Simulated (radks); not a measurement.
Valence configurations of Cs (all share [Xe]). Method: non-relativistic Kohn-Sham, BLYP, spin-polarised, spherical densities, point nucleus; open shells are filled with parallel spins first (spin-orbit coupling, left out, can overturn this in heavy ions); relativity is left out, which matters for an element this heavy; computed with a radial shooting solver on a logarithmic mesh with Libxc functionals. Energies are relative to 6s1; eigenvalues in eV for spin up.

| valence | E (eV) | moment (Bohr magnetons) | e(5d) | e(6p) | e(6s) |
|---|---|---|---|---|---|
| 6s1 | 0.000 | 1 | - | - | -2.067 |
| 6p1 | 1.314 | 1 | - | -1.245 | - |
| 5d1 | 1.474 | 1 | -0.534 | - | - |
| 5d0.5 6p0.5 | 1.362 | 1 | -0.816 | -0.986 | - |

NIST lists [Xe] 6s1 as the ground configuration; this level of theory agrees among the configurations tried. The energies are those of spherical high-spin densities, not of single terms. Relativity is left out, which favours d and f over s occupation in heavy atoms.
